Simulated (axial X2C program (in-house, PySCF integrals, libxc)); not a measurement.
**Potential curves of AsH⁻, spin-free**

All values were computed with an in-house relativistic program for diatomic molecules. Spin-free means the one-electron spin-free X2C Hamiltonian. Basis: As dyall-acv3z [10s10p7d5f1g], H dyall-av3z [7s3p2d] (cores contracted in-house); Gaussian nuclei, density fitting, unrestricted open shells. Masses: As 74.922 u, H 1.008 u.

State: M_S = 1/2, Λ = 1 (beyond evenly filled blocks: π+α, π+β, π-α). Energies in eV from the fragments at the same level (As- + H for PBE0; As + H- for CCSD). Fits are polynomials in 1 − R0/R over 0.85 to 1.23 times the lowest point R0.

```
 R (Å)     PBE0     CCSD
1.3424  -2.5910         
1.4041  -2.8340  -2.6779
1.4504  -2.9416  -2.7892
1.4967  -2.9986  -2.8492
1.5430  -3.0146  -2.8678
1.5970  -2.9922  -2.8483
1.6510  -2.9352  -2.7943
1.7204  -2.8245  -2.6878
1.8053  -2.6496         
1.9287  -2.3520
```

Correlated methods: 7 electrons correlated (number of frozen shells: As 3 s, 2 p, 1 d; H none), 213 virtual spin orbitals or spinors in MP2, 90 natural virtuals in coupled cluster.

The state is one determinant whose occupation by symmetry is held fixed; it was picked as the lowest of a PBE0 search that is not exhaustive. De is counted from the lowest determinant-based energies of the atoms at the same level, without counterpoise correction. CCSD ran in a truncated set of natural virtual spinors with an MP2 remainder; without triples it tends to underbind. The functionals have no current-density term, which raises determinants with orbital currents, atoms included. The highest occupied level of some functionals is positive through self-interaction error; at Hartree–Fock it is bound. Spin-free De lacks the spin–orbit lowering of the heavy p-block atom, a tenth of an eV or more for 4p and 5p, up to an eV for 6p and one to two eV for 7p atoms, less what an open-shell molecule gains itself. Coupled cluster ran on the points near the minimum only. MP2 and coupled cluster on one determinant become unreliable at the stretched end.

(1) Fit the PBE0 curve near its minimum: give the equilibrium distance, the harmonic wavenumber and the well depth.

(2) Fit the CCSD curve near its minimum: give the equilibrium distance, the harmonic wavenumber and the well depth.

## Answers

(1) At PBE0, spin-free: Re = 1.541 Å, ωe ≈ 2060 cm⁻¹, De = 3.01 eV to As- + H; Be follows as 7.14 cm⁻¹.

(2) At CCSD, spin-free: Re = 1.544 Å, ωe ≈ 2040 cm⁻¹, De = 2.87 eV to As + H-; Be follows as 7.11 cm⁻¹.
